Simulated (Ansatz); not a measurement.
System: C₅H₇Si, charge -1, multiplicity 1. It need not be the lowest isomer of its formula. Whether it binds its extra electron was not tested at this geometry. 
Geometry from a B3LYP-D3(BJ)/def2-TZVP (Ansatz, a program for electronic structure) optimisation:
```
C
C 1 1.3543
H 2 1.0860 1 127.86
C 2 1.5016 3 124.01 1 180.00
H 4 1.1019 2 111.47 3 59.00
H 4 1.1019 5 105.83 2 121.35
C 1 1.5103 2 113.53 3 180.00
C 7 1.3626 1 102.26 2 0.00
H 8 1.0900 7 125.81 1 180.00
Si 1 1.8403 2 127.24 3 0.00
H 10 1.4915 1 113.37 2 -119.67
H 10 1.4915 11 105.80 1 124.84
H 10 1.5025 11 105.34 12 111.27
```
Charge -1, spin multiplicity 1.

Total electronic energies in hartree. Correlated levels leave the core frozen unless marked. Spin-orbit coupling is left out. No relativistic terms. Basis-set limits of correlation are two-point, X^-3; Hartree-Fock from the larger set. [CCSD(T)-MP2]/basis is that difference in the basis named.

The Hartree-Fock reference is unstable (checked in the largest basis), which strains HF and MP2. 

| level | program | energy (Eh) |
|---|---|---|
| PBE-D4/def2-TZVPD | Ansatz + dftd4 | [?] |
| r2SCAN-D4/def2-TZVPD | Ansatz + dftd4 | -484.08534 |
| PBE0/6-31G* | Ansatz | -483.74824 |
| r2SCAN0-D4/def2-TZVPD | Ansatz + dftd4 | -484.05985 |
| r2SCAN0/def2-TZVPD | Ansatz | -484.05575 |
| CAM-B3LYP-D3(BJ)/def2-TZVPD | Ansatz + dftd3 | -484.12840 |
| CAM-B3LYP-D4/def2-TZVPD | Ansatz + dftd4 | -484.13054 |
| LC-wPBE-D3(BJ)/def2-TZVPD | Ansatz + dftd3 | -484.00220 |
| wB97M-V/def2-TZVPD | Ansatz | [?] |
| wB97X-V/def2-TZVPD | Ansatz | -484.12623 |
| B2GP-PLYP-D4/def2-TZVPD | Ansatz + dftd4 | -483.84628 |
| B2GP-PLYP/def2-TZVPD | Ansatz | -483.84041 |
| PBE-QIDH/def2-TZVPD | Ansatz | -483.74146 |
| RPA@PBE/cc-pV(T+d)Z | Ansatz | -483.80959 |
| MP2/6-31G | Ansatz | -482.56960 |
| MP2/aug-cc-pV(D+d)Z | Ansatz | -483.07255 |
| MP2/aug-cc-pV(T+d)Z | Ansatz | -483.27592 |
| MP2/cc-pV(T+d)Z | Ansatz | -483.25015 |
| RI-MP2/cc-pV(Q+d)Z | Ansatz | -483.32912 |
| SCS-MP2/cc-pV(T+d)Z | Ansatz | -483.24670 |
| CCSD(T)/cc-pVTZ | Ansatz | -483.34048 |
| CCSD(T) with core electrons (1s frozen past Ne)/cc-pwCVTZ | Ansatz | -483.85761 |
| RI-MP2/CBS(aug-cc-pV(T+d)Z,aug-cc-pV(Q+d)Z)+[CCSD(T)-MP2]/aug-cc-pV(T+d)Z | Ansatz | -483.4706 |

### Question
What belongs in the gaps?

### Answer

- PBE-D4/def2-TZVPD, energy (Eh): -483.83080
- wB97M-V/def2-TZVPD, energy (Eh): -484.11777
